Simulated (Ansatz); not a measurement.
Isolated molecules relaxed with PBE0-D4/def2-TZVP in Ansatz; ΔE leaves out vibrations. CBS: MP2 limit from def2 TZ/QZ plus the TZ coupled-cluster correction, frozen cores. This one scheme is used for every species. DFT in def2-TZVPP. Each species was taken in one conformer, which may not be the lowest.

Consider the cleavage of the Si–B bond: `B[SiH2]B[SiH2]C` + `C=N` → `B[SiH2]N=C` + `B[SiH2]C`.

| level | ΔE (kcal/mol) |
| --- | --- |
| ωB97X-V | -7.8 |
| r2SCAN | -5.8 |
| HF/def2-QZVPP | -14.5 |
| HF/CBS(def2) | -14.6 |

**Question.** What does CCSD(T)/CBS give? (Estimate.)

**Answer.** Ansatz gave: -6.9 kcal/mol. The listed levels differ from it by -0.9, 1.1, -7.6, -7.7 kcal/mol.

Largest T1 diagnostic among the species: 0.015.

In def2-TZVPP, CCSD(T) changes the Hartree–Fock value by +7.5 kcal/mol (the triples alone add +1.0 kcal/mol) and MP2 by +5.2 kcal/mol. From PBE to PBE0 (25 % exact exchange), in def2-TZVPP and without D4, ΔE moves by −1.9 kcal/mol. The D4 term adds +1.4 kcal/mol with B3LYP and +0.9 kcal/mol with PBE0; it sums over pairs of atoms, weighted by their polarisabilities, and B3LYP, whose exchange is more repulsive, gets the larger term.

B3LYP here is the variant with VWN-RPA as its local correlation; programs differ in this.
